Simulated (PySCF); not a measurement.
Ionisation energy along the 35-electron series

Calculated with PySCF 2.14 and a two-component X2C-1e Hamiltonian (Gaussian nucleus, no Breit or QED terms), each ion in its own even-tempered basis scaled to its charge; GMP2 freezes [Ne] and drops the highest virtual spinors. Values in eV. NIST values: (m) measured, (s) semi-empirical, (t) theoretical.

```
    ion      configuration  GHF (screened spin-orbit)  GMP2 (screened spin-orbit)         NIST
 I(18+)  [Ar] 3d10 4s2 4p5                     533.94                      535.17  535 ± 3 (t)
Cs(20+)  [Ar] 3d10 4s2 4p5                     627.92                      629.18  629 ± 4 (t)
```

Q: Fill in the row of Xe(19+).

A: configuration: [Ar] 3d10 4s2 4p5; GHF (screened spin-orbit): 580.06; GMP2 (screened spin-orbit): 581.31; NIST: 582 ± 4 (t).
